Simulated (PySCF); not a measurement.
Mn³⁺ (manganese, charge +3): M06-L calculation

Configuration: [Ar] 3d4, high-spin 5D determinant. All numbers are calculated (PySCF 2.14, no relativity, point nucleus, in cc-pVTZ (7s6p4d2f1g, 68 functions)).

```
Total energy                                                  : -1148.882 hartree
One-electron energy                                           : -1552.924 hartree
Hartree (Coulomb) energy                                      : 455.152 hartree
Exchange-correlation energy                                   : -51.110 hartree
Kinetic energy                                                : 1147.73869 hartree
⟨S²⟩                                                          : 6.0013
⟨L²⟩                                                          : 6.005
Sum of ⟨r⟩                                                    : 13.30 bohr
Sum of ⟨r²⟩                                                   : 13.03 bohr²
Traceless quadrupole moment −½Σ⟨3z² − r²⟩ along its main axis : -0.346 e·bohr²
Density at the nucleus (Gaussians lack the cusp)              : 10500 bohr⁻³
Spin density at the nucleus                                   : 0.290 bohr⁻³
Langevin diamagnetic susceptibility                           : -10.3 ×10⁻⁶ cm³/mol
Time after the integrals                                      : 1.9 s of wall time on 1 thread of Intel(R) Xeon(R) Platinum 8375C CPU @ 2.90GHz (shared host)
```

```json
{"shell": "1s α", "electrons": "1", "mean orbital energy (eV)": "-6432.1", "spread (eV)": "0", "rms radius, mean of both spins (bohr)": "0.0713"}
{"shell": "1s β", "electrons": "1", "mean orbital energy (eV)": "-6432.1", "spread (eV)": "0", "rms radius, mean of both spins (bohr)": "0.0713"}
{"shell": "2s α", "electrons": "1", "mean orbital energy (eV)": "-780.67", "spread (eV)": "0", "rms radius, mean of both spins (bohr)": "0.305"}
{"shell": "2s β", "electrons": "1", "mean orbital energy (eV)": "-777.84", "spread (eV)": "0", "rms radius, mean of both spins (bohr)": "0.305"}
{"shell": "2p α", "electrons": "3", "mean orbital energy (eV)": "-671.59", "spread (eV)": "0.500", "rms radius, mean of both spins (bohr)": "0.275"}
{"shell": "2p β", "electrons": "3", "mean orbital energy (eV)": "-669.51", "spread (eV)": "1.011", "rms radius, mean of both spins (bohr)": "0.275"}
{"shell": "3s α", "electrons": "1", "mean orbital energy (eV)": "-125.33", "spread (eV)": "0", "rms radius, mean of both spins (bohr)": "0.912"}
{"shell": "3s β", "electrons": "1", "mean orbital energy (eV)": "-119.47", "spread (eV)": "0", "rms radius, mean of both spins (bohr)": "0.912"}
{"shell": "3p α", "electrons": "3", "mean orbital energy (eV)": "-93.520", "spread (eV)": "0.033", "rms radius, mean of both spins (bohr)": "0.967"}
{"shell": "3p β", "electrons": "3", "mean orbital energy (eV)": "-87.622", "spread (eV)": "1.920", "rms radius, mean of both spins (bohr)": "0.967"}
{"shell": "3d α", "electrons": "4", "mean orbital energy (eV)": "-43.129", "spread (eV)": "1.474", "rms radius, mean of both spins (bohr)": "1.13"}
```
